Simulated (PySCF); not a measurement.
Computed IR spectrum (relative IR intensity) of a molecule C₄H₇ClSi. The structure is a stationary point at TPSSh-D3(BJ)/def2-SVP. Other conformers were not sampled. Calculation: PySCF with TPSSh-D3(BJ)/def2-SVP. Frequencies are harmonic and unscaled.

Lines under 2 % of the strongest are left out, and lines within 2 cm⁻¹ are merged.

ν (cm⁻¹): 490 (w), 544 (m), 579 (w), 608 (w), 841 (w), 876 (vs), 944 (w), 957 (m), 1138 (vw), 1474 (vw), 1486 (vw), 2036 (m), 2262 (m), 2297 (m), 3028 (w), 3104 (vw), 3139 (vw) (against the strongest line: vs over 80 %, s over 45 %, m over 15 %, w over 4 %, vw less)

Q: Pick the molecule that these values belong to.
A) C=C=C(C)[SiH2]Cl
B) C=C=C[Si@@H](C)Cl
C) C[Si@H]1C=C(Cl)C1
D) C=C/C([SiH3])=C\Cl

A: A, C=C=C(C)[SiH2]Cl
